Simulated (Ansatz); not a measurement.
Born–Oppenheimer molecular dynamics of C₂H₈OSi₂ (13 atoms, charge 0, multiplicity 1). It starts at the highest image of a converged band. Of that band: Neighbouring images differ by up to 2.8 eV, so the band resolves the path poorly. A vibrational analysis at the climbing image gives one clearly imaginary mode, 1233i cm⁻¹: a first-order saddle point.

Level of theory: RKS PBE/def2-SVP in Ansatz.

```
ensemble                      : NVE (velocity Verlet)
time step                     : 0.5 fs
steps asked                   : 200
starting velocities drawn for : 300 K
seed                          : 2943
```

First frame:

```xyz
13
Properties=species:S:1:pos:R:3
Si -0.970 -1.958 0.865
C 0.341 -0.715 0.348
C -0.060 0.602 0.067
O -1.311 1.094 0.272
Si 0.972 1.669 -1.208
H -1.537 -1.607 2.216
H -2.094 -1.954 -0.136
H -0.357 -3.329 0.939
H 1.413 -0.961 0.264
H 0.004 1.319 0.994
H 0.880 3.114 -0.816
H 2.411 1.232 -1.244
H 0.327 1.460 -2.546
```

(1) How far do the bonds stretch over the last three quarters of this one trajectory? (Pairs bonded in most of those frames.)

## Answers

(1) 
```csv
bond,mean (Å),spread (Å),shortest,longest
Si1–C2,1.887,0.027,1.85,1.96
Si1–H6,1.508,0.016,1.48,1.53
Si1–H7,1.512,0.016,1.49,1.54
Si1–H8,1.516,0.060,1.42,1.61
C2–C3,1.369,0.032,1.31,1.41
C2–H9,1.112,0.022,1.08,1.15
C3–O4,1.404,0.079,1.27,1.53
C3–Si5,1.905,0.069,1.79,2.02
O4–H10,1.069,0.145,0.82,1.32
Si5–H11,1.511,0.022,1.48,1.56
Si5–H12,1.504,0.028,1.46,1.55
Si5–H13,1.516,0.058,1.43,1.61
```

Mean temperature of the second half: 1070 K. The conserved energy stayed within 1.9 meV per atom of its start (net change -1.1 meV per atom), so there is no drift, though single steps change it by up to 27 meV in the whole system, a sign of fast motions only just resolved. The system heated up, since it started high on the potential surface and ran downhill. A run of 0.1 ps of so small a system gives no equilibrium averages. The orbitals stay closed-shell, which can raise the energy where a bond breaks towards radicals; this wasn't checked here.

Time of the run: 6.7 min on 2 threads of Arm Neoverse V2, with other jobs on the host, peak memory 0.15 GiB.
